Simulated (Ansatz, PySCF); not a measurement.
Dimer: HF (SMILES F) (first 2 atoms) with C2H4 (SMILES C=C); geometry from B3LYP-D3(BJ)/def2-TZVP, rigid monomers moved along the line of their centres of mass till H2···C4 is 3.09 Å.
(charge 0, multiplicity 1):
| atom | x (Å) | y (Å) | z (Å) |
|---|---|---|---|
| F | -0.0440 | 0.3998 | -0.2698 |
| H | -0.0182 | 0.2834 | 0.6584 |
| C | 0.4313 | -0.6409 | 3.5717 |
| C | -0.3019 | 0.4559 | 3.7295 |
| H | -0.0232 | -1.6186 | 3.4661 |
| H | 1.5138 | -0.6035 | 3.5515 |
| H | 0.1529 | 1.4324 | 3.8444 |
| H | -1.3841 | 0.4172 | 3.7591 |

Interaction energies are E(AB) − E(A) − E(B) at the monomers' geometry in the complex; basis-set methods are counterpoise corrected.

Correlated levels freeze the cores. CBS(a, b) extrapolates the correlation energy as X⁻³ and adds the Hartree–Fock energy of set b.

Run with Ansatz (Gaussian basis) for Hartree–Fock, density functionals and correlated methods; PySCF for the dispersion terms. Each number belongs to the level named beside it.

PBE/def2-TZVPPD gives -105.7 meV for the interaction energy.

Question: Predict the shift from PBE, with its sign, for: PBE-D3(BJ)/def2-TZVPPD, r2SCAN/def2-TZVPPD, B3LYP/def2-TZVPPD, wB97M-V/def2-TZVPPD, MP2/CBS(aug-cc-pVDZ, aug-cc-pVTZ), MP2/CBS(aug-cc-pVDZ, aug-cc-pVTZ) + ΔCCSD(T)/aug-cc-pVDZ.

Answer: PBE-D3(BJ)/def2-TZVPPD -15.6; r2SCAN/def2-TZVPPD -1.2; B3LYP/def2-TZVPPD 13.5; wB97M-V/def2-TZVPPD -3.2; MP2/CBS(aug-cc-pVDZ, aug-cc-pVTZ) -1.1; MP2/CBS(aug-cc-pVDZ, aug-cc-pVTZ) + ΔCCSD(T)/aug-cc-pVDZ 2.9 meV. 2 of 6 lie above PBE; the widest gap is to PBE-D3(BJ)/def2-TZVPPD.

Ansatz is a quantum-chemistry and plane-wave program.
